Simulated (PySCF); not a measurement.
C3H7NSi, SMILES [SiH3]N1C=CC1. The structure is a stationary point at PBE-D3(BJ)/def2-SVP. This is a generated structure with no PubChem entry under its InChIKey; it may be hypothetical.

Method: PBE-D3(BJ)/def2-SVP run with PySCF 2.14.0.

Harmonic wavenumbers (cm⁻¹): 96, 110, 205, 411, 521, 626, 649, 678, 849, 871, 906, 922, 932, 948, 954, 1018, 1053, 1064, 1171, 1198, 1320, 1398, 1561, 2106, 2171, 2182, 2972, 3035, 3127, 3217. Rotational constants (GHz): 11.60, 2.622, 2.252; symmetry number 1.

Q: Work out the zero-point energy and the ideal-gas rigid-rotor harmonic-oscillator thermochemistry at 298.15 K and 1 atm.

A: ZPE = ½ Σ hcν = ½ × 38273 cm⁻¹ = 54.71 kcal/mol. H − E(el) = 59.24 kcal/mol. Entropy in cal/(mol K): translation 39.24, rotation 25.95, vibration 12.85, total 78.04. G − E(el) = 35.97 kcal/mol. Cp = 24.25 cal/(mol K). Modes under 150 cm⁻¹ make the vibrational entropy uncertain.
